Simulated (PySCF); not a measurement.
Which level of theory gave which numbers?

Species: C₆H₇NS.
SMILES: `CSc1ccccn1`

The closed-shell ground state was solved 4 times with PySCF (density fitting, gas phase), always in the pcSseg-1 basis (178 functions), with these functionals: B97-2, B97-D, CAM-B3LYP and PBE0. Isolated species at its PBE0-D3(BJ)/def2-SVP geometry (one conformer only).

```csv
row,total energy (Eh),HOMO (eV),LUMO (eV),dipole (D)
P,-685.5933,-7.48,0.32,1.31
Q,-685.5308,-5.24,-1.60,1.00
R,-685.6638,-6.08,-0.85,1.18
S,-685.2587,-6.31,-0.81,1.20
```

Question: Which functional belongs to which row?

Answer: P = CAM-B3LYP, Q = B97-D, R = B97-2, S = PBE0. By rising HOMO–LUMO gap: B97-D (GGA) 3.64 eV; B97-2 (global hybrid, 21 % exact exchange) 5.23 eV; PBE0 (global hybrid, 25 % exact exchange) 5.50 eV; CAM-B3LYP (range-separated hybrid) 7.80 eV. Total energies of different functionals aren't bounds to one another; each is stationary for its own functional.

The values belong to the conformer `[CH3:1][S:2][c:3]1[cH:4][cH:5][cH:6][cH:7][n:8]1`: C1–S2–C3–C4 180°.

Note: B97-D ran without an empirical dispersion term, which enters the total energy and its gradient alone.
